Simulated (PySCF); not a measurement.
C₃H₁₀B₃N₃.
Z-matrix (Å and degrees, PBE0-D3(BJ)/def2-SVP geometry), rows numbered from 1:
```
B 
N   1  1.4252
B   2  1.4261  1  122.83
N   3  1.4334  2  118.60  1     0.56
C   4  1.4412  3  119.75  2  -177.29
C   5  1.4964  4  120.17  3  -127.82
C   5  1.4965  4  120.21  3   -56.86
B   4  1.4335  3  120.36  2    -1.30
N   1  1.4252  2  116.75  3     0.18
H   1  1.2091  2  121.64  3  -179.84
H   2  1.0112  1  118.90  3  -179.92
H   3  1.2088  2  120.75  1  -179.57
H   5  1.0966  4  114.00  3    87.72
H   6  1.0928  5  118.34  7   109.07
H   6  1.0931  5  116.93  7  -107.69
H   7  1.0931  5  116.93  6   107.67
H   7  1.0928  5  118.34  6  -109.06
H   8  1.2089  4  120.66  3  -178.85
H   9  1.0113  1  118.88  2   179.82
```

The computed photoelectron lines, unassigned: B 1s: 195.46 (area 2), 195.61 (area 1) eV; C 1s: 290.48 (area 2), 291.32 (area 1) eV; N 1s: 404.36 (area 1), 404.53 (area 2) eV.

Level of theory: delta-SCF UKS SCAN, pcX-2 on the ionised atom, pcseg-1 elsewhere, spin-free X2C in PySCF 2.14.0. The structure is a single PBE0-D3(BJ)/def2-SVP conformer in the gas phase; no vibrational or solvent corrections.

(1) Which boron gives which B 1s line?

(2) Which carbon gives which C 1s line?

(3) Order the nitrogen atoms by N 1s binding energy.

Results:

(1) 195.46 eV: B3/B8 (three-coordinate boron); 195.61 eV: B1 (three-coordinate boron). The 2 B 1s values lie within 0.15 eV of each other; Gaussian lines of 0.5 eV full width would blend them into one maximum.

(2) 290.48 eV: C6/C7 (three-membered-ring carbon); 291.32 eV: C5 (sp3 carbon bound to nitrogen). Lowest listed C 1s: C6/C7, bonded to 2 C and 2 H. Highest, 0.84 eV above it: C5, bonded to N, 2 C and H.

(3) 404.36 eV: N4 (boron-bound nitrogen); 404.53 eV: N2/N9 (boron-bound nitrogen). The 2 N 1s values lie within 0.17 eV of each other; Gaussian lines of 0.5 eV full width would blend them into one maximum.

Bonded neighbours of each site: B1: 2 N and H; N2/N9: H and 2 B; B3/B8: 2 N and H; N4: C and 2 B; C5: N, 2 C and H; C6/C7: 2 C and 2 H.

Express the binding energy of B 1s of B3/B8 in atomic units and per mole.

195.46 eV = 7.1830 Eh = 18859 kJ/mol.

The first atom of each set that the bonding makes equivalent was ionised and stands for the set.
